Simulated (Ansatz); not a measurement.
Ag₂O. Total charge 0; singlet. Geometry PBE0-D4/def2-TZVP, basis def2-TZVP, Ansatz.

```xyz
3

Ag   -1.208    0.662    0.753
Ag    1.105    0.127   -1.108
O     0.103   -0.789    0.355
```

```tsv
run	HOMO (eV)	LUMO (eV)
A	-4.79	-3.50
B	-8.14	-0.66
C	-5.45	-2.99
D	-5.00	-3.36
E	-6.03	-2.62
F	-4.91	-3.64
```

In the def2 sets Ag takes a core potential; there is no spin–orbit coupling. The structure comes from a short search, and lower isomers may exist.

The runs used PBE, PBE0, r2SCAN, r2SCANh, revPBE, ωB97X-V. Estimate which is which.

A revPBE (0 % exact exchange); B ωB97X-V (range-separated); C r2SCANh (10 % exact exchange); D r2SCAN (0 % exact exchange); E PBE0 (25 % exact exchange); F PBE (0 % exact exchange). Exact exchange lowers occupied and raises empty levels; among semilocal functionals meta-GGAs tend to open the gap a little, and such runs are hard to tell apart. The gap grows from 1.27 eV (PBE) to 7.48 eV (ωB97X-V).
